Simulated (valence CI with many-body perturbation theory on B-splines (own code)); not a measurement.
**E1 line list for Nd⁴⁵⁺**

Method: relativistic CI+MBPT: five valence electrons over a frozen Dirac-Fock core [Ne], a basis of 9 s, 9 p, 8 d, 6 f, 3 g, 1 h functions for each j, with the one-electron correlation potential Σ1, the two-electron term Σ2, the three-electron term Σ3, Breit, model QED; selected CI, second order for the rest (own B-spline code, finite nucleus).

The last digits are not significant, and no measured levels were compared; by estimate large intervals hold to a few tenths of a per cent, small ones and those within an open d or f shell to about a per cent. Among the levels kept, up to 500 cm⁻¹ of a level comes from second order outside the variational space, and about a tenth of that is noise between levels of different J, which matters for small intervals.

Lines 101 to 150 of 199 in falling wavelength, among levels below 485.09 eV, chosen from the strongest by gf and those to the six lowest levels. Wavelengths and rates use the calculated energies. Electric multipoles are in the length gauge, E1 and E2 with the static RPA response of the core. Weak lines are less certain than strong ones. Lines between different terms over intervals too small for the method are left out, as are lines whose strength nearly cancels. The highest levels of a list are the least certain.

Levels are named by their leading jj configuration (3d3/2^4 stands for four electrons in 3d with j = 3/2), which in mixed levels can hold well under half, so a name can repeat and another be missing. Letters in brackets count levels of one name in rising energy.

```
λ vac (nm)                               Upper                       Lower   A (s⁻¹)  S (a.u.)
     6.546      (3s 3p1/2^2 3p3/2 3d5/2) J=5/2  (3s 3p1/2^2 3p3/2^2) J=3/2  1.78e+09  1.47e-03
     6.513  (3s^2 3p1/2 3p3/2 3d3/2) J=3/2 [b]  (3s^2 3p1/2 3p3/2^2) J=1/2  2.40e+07  1.31e-05
     6.502  (3s^2 3p1/2 3p3/2 3d3/2) J=1/2 [b]  (3s^2 3p1/2 3p3/2^2) J=1/2  3.88e+08  1.05e-04
     6.367  (3s^2 3p1/2 3p3/2 3d5/2) J=7/2 [a]  (3s^2 3p1/2 3p3/2^2) J=5/2  3.98e+08  4.05e-04
     6.335  (3s^2 3p1/2 3p3/2 3d3/2) J=5/2 [b]  (3s^2 3p1/2 3p3/2^2) J=5/2  8.06e+08  6.06e-04
     6.304      (3s 3p1/2^2 3p3/2 3d5/2) J=3/2  (3s 3p1/2^2 3p3/2^2) J=3/2  1.16e+10  5.75e-03
     6.297      (3s 3p1/2^2 3p3/2 3d5/2) J=3/2  (3s 3p1/2^2 3p3/2^2) J=1/2  5.08e+09  2.50e-03
     6.213  (3s^2 3p1/2 3p3/2 3d5/2) J=3/2 [a]  (3s^2 3p1/2 3p3/2^2) J=5/2  2.60e+09  1.23e-03
     6.201          (3s^2 3p3/2^2 3d5/2) J=1/2        (3s^2 3p3/2^3) J=3/2  1.05e+10  2.47e-03
     6.139  (3s^2 3p1/2 3p3/2 3d3/2) J=3/2 [b]  (3s^2 3p1/2 3p3/2^2) J=5/2  9.08e+08  4.15e-04
     6.126      (3s^2 3p3/2^2 3d3/2) J=3/2 [b]        (3s^2 3p3/2^3) J=3/2  3.38e+09  1.53e-03
     6.070  (3s^2 3p1/2 3p3/2 3d5/2) J=5/2 [a]  (3s^2 3p1/2 3p3/2^2) J=5/2  2.22e+10  1.47e-02
     6.046  (3s^2 3p1/2 3p3/2 3d3/2) J=5/2 [b]  (3s^2 3p1/2 3p3/2^2) J=3/2  7.52e+09  4.92e-03
     6.044  (3s 3p1/2^2 3p3/2 3d3/2) J=5/2 [a]  (3s^2 3p1/2^2 3d5/2) J=5/2  6.40e+05  4.19e-07
     5.994  (3s 3p1/2^2 3p3/2 3d3/2) J=3/2 [a]  (3s^2 3p1/2^2 3d5/2) J=5/2  7.06e+08  3.00e-04
     5.935  (3s^2 3p1/2 3p3/2 3d5/2) J=3/2 [a]  (3s^2 3p1/2 3p3/2^2) J=3/2  2.48e+10  1.02e-02
     5.868  (3s^2 3p1/2 3p3/2 3d3/2) J=3/2 [b]  (3s^2 3p1/2 3p3/2^2) J=3/2  7.40e+08  2.95e-04
     5.864      (3s 3p1/2^2 3p3/2 3d5/2) J=5/2  (3s 3p1/2^2 3p3/2^2) J=5/2  4.06e+10  2.43e-02
     5.862      (3s 3p1/2^2 3p3/2 3d3/2) J=7/2  (3s^2 3p1/2^2 3d5/2) J=5/2  4.07e+09  3.24e-03
     5.860  (3s^2 3p1/2 3p3/2 3d3/2) J=1/2 [b]  (3s^2 3p1/2 3p3/2^2) J=3/2  2.08e+09  4.12e-04
     5.854          (3s^2 3p1/2^2 3d5/2) J=5/2  (3s^2 3p1/2^2 3p3/2) J=3/2  5.41e+10  3.22e-02
     5.805  (3s^2 3p1/2 3p3/2 3d5/2) J=5/2 [a]  (3s^2 3p1/2 3p3/2^2) J=3/2  6.28e+09  3.64e-03
     5.698  (3s^2 3p1/2 3p3/2 3d5/2) J=3/2 [b]  (3s^2 3p1/2 3p3/2^2) J=1/2  8.63e+10  3.15e-02
     5.669      (3s 3p1/2^2 3p3/2 3d5/2) J=3/2  (3s 3p1/2^2 3p3/2^2) J=5/2  1.49e+10  5.37e-03
     5.644      (3s^2 3p1/2 3p3/2 3d5/2) J=1/2  (3s^2 3p1/2 3p3/2^2) J=1/2  1.28e+11  2.26e-02
     5.638  (3s 3p1/2^2 3p3/2 3d5/2) J=7/2 [a]  (3s 3p1/2^2 3p3/2^2) J=5/2  1.02e+11  7.21e-02
     5.559  (3s^2 3p1/2 3p3/2 3d5/2) J=7/2 [b]  (3s^2 3p1/2 3p3/2^2) J=5/2  1.86e+11  1.26e-01
     5.520  (3s^2 3p1/2 3p3/2 3d5/2) J=5/2 [b]  (3s^2 3p1/2 3p3/2^2) J=5/2  3.16e+10  1.58e-02
     5.498  (3s 3p1/2^2 3p3/2 3d3/2) J=3/2 [b]  (3s^2 3p1/2^2 3d5/2) J=5/2  4.63e+09  1.52e-03
     5.410  (3s^2 3p1/2 3p3/2 3d5/2) J=3/2 [b]  (3s^2 3p1/2 3p3/2^2) J=5/2  3.82e+10  1.19e-02
     5.333  (3s 3p1/2^2 3p3/2 3d5/2) J=7/2 [b]  (3s 3p1/2^2 3p3/2^2) J=5/2  1.00e+11  5.99e-02
     5.300  (3s^2 3p1/2 3p3/2 3d5/2) J=5/2 [b]  (3s^2 3p1/2 3p3/2^2) J=3/2  3.16e+11  1.39e-01
     5.214  (3s 3p1/2^2 3p3/2 3d3/2) J=5/2 [b]  (3s^2 3p1/2^2 3d5/2) J=5/2  3.23e+09  1.36e-03
     5.198  (3s^2 3p1/2 3p3/2 3d5/2) J=3/2 [b]  (3s^2 3p1/2 3p3/2^2) J=3/2  6.25e+09  1.73e-03
     5.159        (3s 3p1/2 3p3/2^3) J=3/2 [a]  (3s^2 3p1/2 3p3/2^2) J=1/2  1.97e+10  5.33e-03
     5.153      (3s^2 3p1/2 3p3/2 3d5/2) J=1/2  (3s^2 3p1/2 3p3/2^2) J=3/2  7.07e+10  9.55e-03
     5.119  (3s 3p1/2^2 3p3/2 3d3/2) J=5/2 [a]  (3s^2 3p1/2^2 3d3/2) J=3/2  7.34e+08  2.92e-04
     5.084  (3s 3p1/2^2 3p3/2 3d3/2) J=3/2 [a]  (3s^2 3p1/2^2 3d3/2) J=3/2  6.15e+09  1.59e-03
     5.062  (3s 3p1/2^2 3p3/2 3d3/2) J=1/2 [a]  (3s^2 3p1/2^2 3d3/2) J=3/2  7.59e+08  9.72e-05
     4.999      (3s 3p1/2^2 3p3/2 3d5/2) J=5/2  (3s^2 3p1/2^2 3d5/2) J=5/2  6.10e+10  2.25e-02
     4.991          (3s 3p1/2^2 3p3/2^2) J=5/2  (3s^2 3p1/2^2 3p3/2) J=3/2  9.96e+10  3.67e-02
     4.922        (3s 3p1/2 3p3/2^3) J=3/2 [a]  (3s^2 3p1/2 3p3/2^2) J=5/2  2.07e+10  4.87e-03
     4.856      (3s 3p1/2^2 3p3/2 3d5/2) J=3/2  (3s^2 3p1/2^2 3d5/2) J=5/2  3.39e+10  7.66e-03
     4.834  (3s 3p1/2^2 3p3/2 3d5/2) J=7/2 [a]  (3s^2 3p1/2^2 3d5/2) J=5/2  1.70e+10  7.57e-03
     4.746        (3s 3p1/2 3p3/2^3) J=3/2 [a]  (3s^2 3p1/2 3p3/2^2) J=3/2  2.86e+11  6.04e-02
     4.722  (3s 3p1/2^2 3p3/2 3d3/2) J=3/2 [b]  (3s^2 3p1/2^2 3d3/2) J=3/2  1.15e+11  2.40e-02
     4.707            (3s 3p1/2 3p3/2^3) J=5/2  (3s^2 3p1/2 3p3/2^2) J=5/2  3.07e+11  9.48e-02
     4.642          (3s^2 3p1/2 3d3/2^2) J=5/2  (3s^2 3p1/2^2 3d5/2) J=5/2  1.72e+07  5.10e-06
     4.630            (3s 3p1/2 3p3/2^3) J=1/2  (3s^2 3p1/2 3p3/2^2) J=1/2  4.10e+11  4.02e-02
     4.610        (3s 3p1/2 3p3/2^3) J=3/2 [b]  (3s^2 3p1/2 3p3/2^2) J=1/2  8.90e+10  1.72e-02
```
